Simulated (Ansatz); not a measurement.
`OC[CH2][SnH3]` → 2 C• + 8 H• + O• + Sn•  (atomization)

Isolated molecules relaxed with PBE0-D4/def2-TZVP in Ansatz; ΔE leaves out vibrations. CBS: MP2 limit from def2 TZ/QZ plus the TZ coupled-cluster correction, frozen cores. This one scheme is used for every species, atoms too. No spin–orbit coupling; open shells (•) take unrestricted orbitals. Spin–orbit coupling would lower the free atoms: a little for C, O; strongly for Sn. Elements past krypton have def2 core potentials. Bonds to Sn are less sure, by a few kJ/mol each and by 10 to 20 or more in all where they break to atoms, as the def2 sets lack core-valence functions. One conformer a species, not always the lowest.

| species | MP2/def2-TZVPP energy (Eh) |
| --- | --- |
| `OC[CH2][SnH3]` | -369.56683 |
| C• | -37.75859 |
| H• | -0.49981 |
| O• | -74.95729 |
| Sn• | -213.60455 |

Problem. Work out ΔE.

Solution. ΔE = 8 × (-0.49981) + 2 × (-37.75859) + (-74.95729) + (-213.60455) − (-369.56683) = 1.48933 Eh = +3910.2 kJ/mol. CCSD(T)/CBS gives +4001.3 kJ/mol.

Largest T1 diagnostic among the species: 0.012.

The D4 term adds +33.9 kJ/mol with B3LYP and +17.8 kJ/mol with PBE0; it sums over pairs of atoms, weighted by their polarisabilities, and B3LYP, whose exchange is more repulsive, gets the larger term. In def2-TZVPP, CCSD(T) changes the Hartree–Fock value by +1036.9 kJ/mol (the triples alone add +52.1 kJ/mol) and MP2 by +1040.7 kJ/mol; breaking electron pairs costs correlation energy, which Hartree–Fock lacks. From PBE to PBE0 (25 % exact exchange), in def2-TZVPP and without D4, ΔE moves by −51.7 kJ/mol: exact exchange takes away binding that semilocal exchange gives to molecules.

B3LYP here is the variant with VWN-RPA as its local correlation; programs differ in this.

For atomizations the MP2-based limit and the directly extrapolated one differ by several kJ/mol either way, and by 10 to 25 for some Ge, Se and Sn compounds, so smaller differences from it don't rank the levels.
